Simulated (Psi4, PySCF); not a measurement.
The Psi4 input:
```
memory 2 GB

molecule mol {
0 2
C    -0.004878   -0.077144    0.263949
C     0.198556   -0.718365   -0.916368
C    -0.063830    0.736041   -0.991915
C    -0.103072   -0.069384    1.602210
H     0.400798   -1.598282   -1.472232
H     0.748833    1.416627   -1.231052
H    -1.023224    1.090278   -1.359183
H     0.022160   -0.973491    2.172999
H    -0.309221    0.837978    2.142213
}

set {
  basis sto-3g
  reference uhf
  freeze_core true
  mp2_type conv
  scf_type pk
  puream true
  d_convergence 1e-8
}

energy('ccsd(t)')
print_variables()
```

Task: Write the same job for PySCF.

Result: One answer among several that fit: 
```python
from pyscf import gto, scf, cc

mol = gto.Mole()
mol.atom = '''
    C    -0.00487805   -0.07714410    0.26394931
    C     0.19855614   -0.71836459   -0.91636831
    C    -0.06383047    0.73604089   -0.99191477
    C    -0.10307189   -0.06938417    1.60220965
    H     0.40079764   -1.59828163   -1.47223199
    H     0.74883323    1.41662743   -1.23105220
    H    -1.02322444    1.09027825   -1.35918325
    H     0.02216024   -0.97349051    2.17299880
    H    -0.30922107    0.83797828    2.14221335
'''
mol.basis = 'sto-3g'
mol.spin = 1
mol.verbose = 3
mol.build()

mf = scf.UHF(mol)
mf.kernel()

mycc = cc.CCSD(mf, frozen=4)
mycc.kernel()
et = mycc.ccsd_t()
print('E(CCSD(T)) = %.10f' % (mycc.e_tot + et))
```

Both were run: Psi4 gave -152.636907 Eh and PySCF -152.636907 Eh, 0.000 mEh apart.
